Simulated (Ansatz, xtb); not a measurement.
Stretching the Si3–H4 bond in H4SiSn (SMILES [SiH3][SnH]) (multiplicity 1 held, fragments rigid). Energies count from the point at 1.489 Å.
Geometry at that point (charge 0, multiplicity 1):
```xyz
6

Sn     0.022     0.540     0.434
H     -0.413     1.519    -0.988
Si    -0.038    -1.602    -1.159
H      0.940    -1.446    -2.270
H     -1.388    -1.753    -1.768
H      0.280    -2.878    -0.465
```

R- and RO- levels are restricted; in cc, def2 and unpolarised 6-31G sets they are followed outwards from rest. U- levels take the lowest unrestricted solution at each point, which mixes spins at long bonds. Active spaces are followed from a long bond inwards. Left out are points that failed, MP2 points that dive below the minimum, coupled-cluster points behind a jump of the amplitudes or a sharp parting from full CI or MRCI, small-basis points behind a change of solution, and semi-empirical points at long bonds. Curves can end on different states.

Frozen-core correlation. Filled d and f shells under p-block atoms count as core.

Programs: Ansatz (a program for electronic structure) with Gaussian orbitals; xtb for the GFN methods.  In def2 rows elements past Kr take small-core potentials, without spin–orbit coupling. The GFN methods have no spin term and hold the electronic entropy of 300 K.

Energies in kcal/mol.

| R (Å) | GFN2-xTB | U-SCS-MP2/def2-SVP | R-CCSD/def2-SVP | SC-NEVPT2 on CASSCF(2,2)/def2-SVP | FIC-MRCISD+Q on CASSCF(2,2)/def2-SVP |
|---|---|---|---|---|---|
| 1.191 | 34.7 | 30.1 | 30.0 | 31.3 | 30.1 |
| 1.340 | 4.6 | 6.0 | 6.0 | 6.7 | 6.1 |
| 1.489 | 0.0 | 0.0 | 0.0 | 0.0 | 0.0 |
| 1.638 | 3.7 | 3.7 | 3.6 | 2.8 | 3.5 |
| 1.787 | 9.7 | (withheld) | 11.9 | 10.5 | 11.6 |
| 2.010 | 20.3 | 29.0 | 27.6 | 25.1 | 26.9 |
| 2.233 | 31.8 | 51.4 | 43.3 | 39.8 | 42.1 |
| 2.606 | 49.4 | (withheld) | 64.4 | 59.1 | 61.7 |
| 2.978 | 63.2 | 78.9 | 78.0 | 70.8 | 73.5 |
| 3.424 | 74.5 | 81.4 | 86.7 | 77.4 | 80.1 |
| 4.020 | 82.1 | 82.2 | 91.2 | 80.1 | 82.8 |
| 4.764 | left out | (withheld) | 93.0 | 80.8 | 83.5 |

Question: Some entries are withheld; supply them.

Answer: 
- 1.787, U-SCS-MP2/def2-SVP: 12.3
- 4.764, U-SCS-MP2/def2-SVP: 82.5
- 2.606, U-SCS-MP2/def2-SVP: 72.3

Doubts at one or more of the structures used: a spin-contaminated determinant (U-SCS-MP2/def2-SVP); a restricted determinant that unrestricted orbitals would lower (R-CCSD/def2-SVP); other coupled-cluster roots lie near (R-CCSD/def2-SVP); T1 above 0.05 (R-CCSD/def2-SVP).
